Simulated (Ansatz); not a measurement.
```xyz
14

F    -1.787   -1.502   -0.637
C    -1.010   -1.579    0.514
Si    0.261   -0.155    0.541
Si   -0.840    1.910    0.564
Si    1.698   -0.320   -1.298
H    -1.678   -1.531    1.380
H    -0.513   -2.554    0.524
H     1.047   -0.313    1.801
H     0.156    3.005    0.721
H    -1.578    2.115   -0.709
H    -1.804    1.976    1.696
H     0.946   -0.101   -2.561
H     2.765    0.712   -1.192
H     2.337   -1.664   -1.344
```

The species carries charge 0 and has multiplicity 1.

(1) List the PBE/def2-TZVPP orbital energies in eV (the Gaussian-basis code of Ansatz). (Best estimate.)

Results:

(1) The calculation gave: Occupied: -1779.62, -1779.57, -1779.57, -659.82, -270.88, -137.41, -137.36, -137.36, -94.13, -94.13, -94.12, -94.08, -94.08, -94.08, -94.08, -94.07, -94.07, -29.86, -17.30, -14.17, -13.24, -12.27, -11.98, -11.85, -10.36, -8.80, -8.65, -8.58, -8.49, -8.23, -7.80, -7.07, -6.86. Lowest empty: -1.24, -0.94, -0.44, -0.42, -0.05, 0.02, 0.68, 0.80.
